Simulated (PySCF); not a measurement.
Sb(Me)3 cation (C₃H₉Sb), SMILES [CH3][Sb]([CH3])[CH3] (connectivity only; charge and spin as stated), charge +1, multiplicity 2.

Geometry: r2SCAN-D4/def2-SVP. The multiplicity is an assumed one; no other spin state was optimised. The isomer is the one that the SMILES or the coordinates give; other isomers of the formula were not compared. The def2 effective core potentials stand for the cores of Sb; spin–orbit coupling is left out.

Method: r2SCAN/def2-TZVP (PySCF).

Gas-phase values at a fixed geometry.

### Question
Estimate the frontier levels, dipole moment and polarisability. (An estimate is asked for; the answer gives what the named calculation found.)

### Answer

| Item | Result |
|---|---|
| α spin, highest occupied and lowest empty level | -11.33 and -5.28 eV |
| β spin, highest occupied and lowest empty level | -13.06 and -9.61 eV |
| dipole moment about the centre of nuclear charge | 0.92 D |
| mean static polarisability | 72.6 bohr³ (10.76 Å³) |
| polarisability, principal values | 56.7, 80.5, 80.5 bohr³ |
| ⟨S²⟩ | 0.753 (pure state 0.75) |
